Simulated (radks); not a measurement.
Values are calculated unless marked as measured or tabulated.
Q: These are the eigenvalues of the occupied orbitals of an atom or ion with whole-number occupations (eV). Code: a radial shooting solver on a logarithmic mesh with Libxc functionals. Model: non-relativistic Kohn-Sham, PBEsol, spin-unpolarised, spherical densities, point nucleus.

1s: -4880.629
2s: -581.7601
2p: -494.5127
3s: -108.8218
3p: -85.2034
6p: -8.4968

Which element is it, and in what charge state? The configuration may be excited.

A: Z = 22, titanium, charge +3: Ti3+ in [Ar] 6p1. The list shows which subshells hold electrons but not how many an open one holds; the 1s level, -179.36 hartree, gives Z - s = 18.9 by -(Z - s)^2/2, which with screening narrows Z to a few neighbours, and the depths of the outer levels then fix element, charge and occupations together.
